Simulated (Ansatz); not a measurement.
Compare A (`C/N=[C](\C)[GaH2]`) with its isomer B (`C[CH]1C[NH][GaH]1`).

Gas-phase electronic energies from Ansatz, PBE0-D4/def2-TZVP geometries. CCSD(T)/CBS is the MP2 limit (def2-TZVPP, def2-QZVPP) plus CCSD(T) − MP2 in def2-TZVPP, frozen cores. Functionals use def2-TZVPP. B3LYP here is the variant with VWN-RPA as its local correlation; programs differ in this. For Ga outer-core shells are correlated without core-valence functions, which leaves a few kJ/mol of doubt a bond. Scalar relativity is left out up to krypton.

Which isomer does CCSD(T)/CBS put lower? Give the gap. (Estimate.)

Ansatz gave: B, by 22.3 kcal/mol.

Give E(B) − E(A) in kcal/mol with B2PLYP, CCSD(T)/def2-TZVPP, r2SCAN-D4, CCSD/def2-TZVPP, ωB97M-V, HF/def2-TZVPP, B3LYP-D4. (An estimate is asked.)

Computed: B2PLYP -19.0, CCSD(T)/def2-TZVPP -20.7, r2SCAN-D4 -20.6, CCSD/def2-TZVPP -20.4, ωB97M-V -19.9, HF/def2-TZVPP -12.5, B3LYP-D4 -17.0. None reverses the order clearly.

Largest T1 diagnostic: 0.014.

In def2-TZVPP, CCSD(T) changes the Hartree–Fock value by −8.2 kcal/mol (the triples alone add −0.3 kcal/mol) and MP2 by −11.6 kcal/mol. From PBE to PBE0 (25 % exact exchange), in def2-TZVPP and without D4, E(B) − E(A) moves by −1.6 kcal/mol.
